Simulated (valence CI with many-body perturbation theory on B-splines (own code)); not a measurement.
Results of a calculation; reference values are marked as such.
## Ladder of approximations for Eu²³⁺

Method: configuration interaction combined with many-body perturbation theory (CI+MBPT): four valence electrons over a frozen Dirac-Fock core [Kr], a basis of 9 s, 9 p, 10 d, 8 f, 5 g, 3 h, 1 i functions for each j, with the one-electron correlation potential Σ1, the two-electron term Σ2, the three-electron term Σ3, Breit, model QED; selected CI, second order for the rest (own B-spline code, finite nucleus).

No measured levels were compared; by estimate terms of the open shell hold to 2 to 4 % of their energy, and close levels can change places. Only levels of the ground parity were solved; by the run's estimate the other parity begins above the list, which can be wrong where configurations are misplaced.

Each rung adds one term. CI alone is the Dirac-Coulomb CI over the frozen core; QED comes last and gives the full result, which names the levels. Energies are above (4d3/2^4) J=0 on the same rung, in eV.

Levels are named by their leading jj configuration (3d3/2^4 stands for four electrons in 3d with j = 3/2), which in mixed levels can hold well under half, so a name can repeat and another be missing. Letters in brackets count levels of one name in rising energy.

| Level | CI alone | + Σ1 | + Σ2 | + Σ3 | + Breit | Full |
| --- | --- | --- | --- | --- | --- | --- |
| (4d3/2^3 4d5/2) J=1 | 4.454 | 4.511 | 4.512 | 4.590 | 4.426 | 4.445 |
| (4d3/2^3 4d5/2) J=2 | 7.174 | 7.254 | 7.197 | 7.260 | 7.024 | 7.049 |
| (4d3/2^3 4d5/2) J=4 | 8.512 | 8.579 | 8.338 | 8.305 | 8.080 | 8.100 |
| (4d3/2^3 4d5/2) J=3 | 8.607 | 8.689 | 8.560 | 8.576 | 8.329 | 8.354 |
| (4d3/2^2 4d5/2^2) J=0 [a] | 12.022 | 12.131 | 12.217 | 12.208 | 11.910 | 11.945 |
| (4d3/2^2 4d5/2^2) J=4 [a] | 12.930 | 13.048 | 12.818 | 12.848 | 12.482 | 12.519 |
| (4d3/2^2 4d5/2^2) J=3 [a] | 13.903 | 14.012 | 13.712 | 13.659 | 13.346 | 13.380 |
| (4d3/2^2 4d5/2^2) J=2 [a] | 13.792 | 13.890 | 13.713 | 13.676 | 13.401 | 13.432 |
| (4d3/2^2 4d5/2^2) J=5 | 15.265 | 15.387 | 14.917 | 14.883 | 14.496 | 14.532 |
| (4d3/2^2 4d5/2^2) J=1 | 15.362 | 15.483 | 15.417 | 15.395 | 15.059 | 15.096 |
| (4d3/2^2 4d5/2^2) J=6 | 16.347 | 16.474 | 15.901 | 15.865 | 15.437 | 15.474 |
| (4d3/2^2 4d5/2^2) J=4 [b] | 17.377 | 17.503 | 17.079 | 16.932 | 16.544 | 16.582 |
| (4d3/2^2 4d5/2^2) J=2 [b] | 17.503 | 17.625 | 17.319 | 17.222 | 16.863 | 16.901 |
| (4d3/2^2 4d5/2^2) J=3 [b] | 17.715 | 17.831 | 17.384 | 17.245 | 16.901 | 16.937 |
| (4d3/2 4d5/2^3) J=4 [a] | 19.743 | 19.906 | 19.693 | 19.667 | 19.190 | 19.241 |
| (4d3/2^2 4d5/2^2) J=2 [c] | 20.449 | 20.578 | 20.616 | 20.507 | 20.147 | 20.188 |
| (4d3/2 4d5/2^3) J=3 [a] | 21.197 | 21.367 | 21.217 | 21.149 | 20.667 | 20.721 |
| (4d3/2 4d5/2^3) J=5 | 22.751 | 22.932 | 22.561 | 22.484 | 21.927 | 21.983 |
| (4d3/2 4d5/2^3) J=1 [a] | 22.643 | 22.812 | 22.674 | 22.532 | 22.066 | 22.120 |

(1) How does the ionisation energy move along the ladder, and which term matters most?

## Answers

(1) CI alone 752.11, + Σ1 754.57, + Σ2 756.68, + Σ3 756.74, + Breit 756.39, + QED 756.44 eV. The largest step is Σ1, 2.46 eV. NIST lists 755 ± 4 eV (theoretical).
